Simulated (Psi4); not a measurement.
CH₃Cl₃Sn, charge -1, doublet, at a GFN2-xTB geometry (such geometries of metal compounds can be far from the true shape) (a state made from the parent by changing its charge; the spin is typed, not shown lowest) (core potentials on Sn) (a gas-phase anion, which may not be bound at this level), with bond 7-1 at 1.3 times its length; B3LYP/def2-SVP in Psi4.

Here is a job for Psi4.
```
memory 2 GB

molecule {
-1 2
  C    -2.80617644   -0.40162275    0.12082347
  Sn   -0.24461394   -0.03500939    0.01053216
  Cl    0.89982516   -1.44031537   -1.75298602
  Cl    0.41061725    2.34994459   -0.51604998
  Cl    0.94662883   -0.58659495    2.17185494
  H    -2.94846383   -1.38425721    0.54586184
  H    -3.30886668    0.62130338    0.94074140
  H    -3.16113030   -0.33236290   -0.89686246
}

set basis def2-svp
set reference uks
set df_basis_scf def2-universal-jkfit

energy('b3lyp')
print_variables()
```

It wrote (shortened):

```
   => Loading Basis Set <=

    Name: DEF2-SVP
    Role: ORBITAL
    Keyword: BASIS

    !!!  WARNING: ECP capability is in beta. Please check occupations closely.  !!!

         ---------------------------------------------------------
                                   SCF
               by Justin Turney, Rob Parrish, Andy Simmonett
                          and Daniel G. A. Smith
                              UKS Reference
         ---------------------------------------------------------

  ==> Geometry <==

    Molecular point group: c1
    Full point group: C1

    Geometry (in Angstrom), charge = -1, multiplicity = 2:

       Center              X                  Y                   Z               Mass
    ------------   -----------------  -----------------  -----------------  -----------------
         C           -2.832991700616    -0.406522317577     0.121203918601    12.000000000000
         SN          -0.271429200616    -0.039908957577     0.010912608601   119.902201630000
         CL           0.873009899384    -1.445214937577    -1.752605571399    34.968852682000
         CL           0.383801989384     2.345045022423    -0.515669531399    34.968852682000
         CL           0.919813569384    -0.591494517577     2.172235388601    34.968852682000
         H           -2.975279090616    -1.389156777577     0.546242288601     1.007825032230
         H           -3.335681940616     0.616403812423     0.941121848601     1.007825032230
         H           -3.187945560616    -0.337262467577    -0.896482011399     1.007825032230

  Running in c1 symmetry.

  Rotational constants: A =      0.03523  B =      0.03517  C =      0.02967 [cm^-1]
  Rotational constants: A =   1056.17803  B =   1054.49685  C =    889.34788 [MHz]
  Nuclear repulsion =  451.298038223046660

  Charge       = -1
  Multiplicity = 2
  Electrons    = 83
  Nalpha       = 42
  Nbeta        = 41

  ==> Algorithm <==

  SCF Algorithm Type is DF.
  DIIS enabled.
  MOM disabled.
  Fractional occupation disabled.
  Guess Type is SAD.
  Energy threshold   = 1.00e-06
  Density threshold  = 1.00e-06
  Integral threshold = 1.00e-12

  ==> Primary Basis <==

  Basis Set: DEF2-SVP
    Blend: DEF2-SVP
    Number of shells: 49
    Number of basis functions: 109
    Number of Cartesian functions: 115
    Spherical Harmonics?: true
    Max angular momentum: 2

  Core potential: DEF2-SVP
    Number of shells: 4
    Number of ECP primitives: 18
    Number of ECP core electrons: 28
    Max angular momentum: 3

  ==> DFT Potential <==

   => LibXC <=

    Version 7.1.2
    S. Lehtola, C. Steigemann, M. J. T. Oliveira, and M. A. L. Marques,  SoftwareX 7, 1–5 (2018) (10.1016/j.softx.2017.11.002)

   => Composite Functional: B3LYP <=

    B3LYP Hyb-GGA Exchange-Correlation Functional

    P. J. Stephens, F. J. Devlin, C. F. Chabalowski, and M. J. Frisch,  J. Phys. Chem. 98, 11623 (1994) (10.1021/j100096a001)

    Deriv               =              1
    GGA                 =           TRUE
    Meta                =          FALSE

    Exchange Hybrid     =           TRUE
    MP2 Hybrid          =          FALSE

   => Exchange Functionals <=

    0.0800   Slater exchange
    0.7200         Becke 88

   => Exact (HF) Exchange <=

    0.2000               HF

   => Correlation Functionals <=

    0.1900   Vosko, Wilk & Nusair (VWN5_RPA)
    0.8100   Lee, Yang & Parr

   => LibXC Density Thresholds  <==

    XC_HYB_GGA_XC_B3LYP:  1.00E-15

   => Molecular Quadrature <=

    Radial Scheme          =       TREUTLER
    Pruning Scheme         =           NONE
    Nuclear Scheme         =       TREUTLER

    Blocking Scheme        =         OCTREE
    BS radius alpha        =              1
    Pruning alpha          =              1
    Radial Points          =             75
    Spherical Points       =            302
    Total Points           =         171142
    Total Blocks           =           1372
    Max Points             =            256
[...]

   -------------------------
    Irrep   Nso     Nmo
   -------------------------
     A        109     109
   -------------------------
    Total     109     109
   -------------------------

  ==> Iterations <==

                           Total Energy        Delta E     RMS |[F,P]|

   @DF-UKS iter SAD: -1632.65452106041130   -1.63265e+03   0.00000e+00
   @DF-UKS iter   1: -1634.26402687304244   -1.60951e+00   7.17070e-03 ADIIS/DIIS
   @DF-UKS iter   2: -1633.88561411240198    3.78413e-01   8.69671e-03 ADIIS/DIIS
   @DF-UKS iter   3: -1634.55260849310639   -6.66994e-01   2.54623e-03 ADIIS/DIIS
   @DF-UKS iter   4: -1634.60600177127594   -5.33933e-02   3.99723e-04 ADIIS/DIIS
   @DF-UKS iter   5: -1634.60713356236420   -1.13179e-03   2.21842e-04 ADIIS/DIIS
   @DF-UKS iter   6: -1634.60752012823423   -3.86566e-04   8.76398e-05 DIIS
   @DF-UKS iter   7: -1634.60763737433581   -1.17246e-04   2.62086e-05 DIIS
   @DF-UKS iter   8: -1634.60765461977076   -1.72454e-05   7.20553e-06 DIIS
   @DF-UKS iter   9: -1634.60765579172107   -1.17195e-06   2.33476e-06 DIIS
   @DF-UKS iter  10: -1634.60765591754875   -1.25828e-07   1.21729e-06 DIIS
   @DF-UKS iter  11: -1634.60765594240615   -2.48574e-08   6.85678e-07 DIIS
  Energy and wave function converged.

  ==> Post-Iterations <==

   Electrons on quadrature grid:
      Nalpha   =   42.0000060721 ; deviation = 6.072e-06
      Nbeta    =   41.0000063789 ; deviation = 6.379e-06
      Ntotal   =   83.0000124510 ; deviation = 1.245e-05

   @Spin Contamination Metric:   9.460365975E-03
   @S^2 Expected:                7.500000000E-01
   @S^2 Observed:                7.594603660E-01
   @S   Expected:                5.000000000E-01
   @S   Observed:                5.000000000E-01

    Orbital Energies [Eh]
    ---------------------

    Alpha Occupied:

[...]
    Alpha Virtual:

[...]
     109A     51.689930

    Beta Occupied:

[...]
    Beta Virtual:

[...]
    Final Occupation by Irrep:
              A
    DOCC [    41 ]
    SOCC [     1 ]
    NA   [    42 ]
    NB   [    41 ]

  @DF-UKS Final Energy: -1634.60765594240615

   => Energetics <=

    Nuclear Repulsion Energy =            451.2980382230466603
    One-Electron Energy =               -3252.1747502680327671
    Two-Electron Energy =                1254.7307007138776953
    DFT Exchange-Correlation Energy =     -88.4616446112977002
    Empirical Dispersion Energy =           0.0000000000000000
    VV10 Nonlocal Energy =                  0.0000000000000000
    Total Energy =                      -1634.6076559424061543

  UHF NO Occupations:
  HONO-2 :   40  A 1.9997443
  HONO-1 :   41  A 1.9962362
  HONO-0 :   42  A 1.0000000
  LUNO+0 :   43  A 0.0037638
  LUNO+1 :   44  A 0.0002557
  LUNO+2 :   45  A 0.0002103
  LUNO+3 :   46  A 0.0002058

Computation Completed

Properties will be evaluated at   0.000000,   0.000000,   0.000000 [a0]

Properties computed using the SCF density matrix

 Multipole Moments:

 ------------------------------------------------------------------------------------
     Multipole            Electronic (a.u.)      Nuclear  (a.u.)        Total (a.u.)
 ------------------------------------------------------------------------------------

 L = 1.  Multiply by 2.5417464519 to convert [e a0] to [Debye]
 Dipole X            :         -9.5272197            8.5686486           -0.9585711
 Dipole Y            :         -1.7676033            1.5392920           -0.2283113
 Dipole Z            :          0.1156632           -0.1407697           -0.0251065
 Magnitude           :                                                    0.9857053

 ------------------------------------------------------------------------------------

  Variable Map:
  ----------------------------------------------------------------------------
[...]
  Array Variable Map:
  ----------------------------------------------------------------------------
[...]
[...]
```
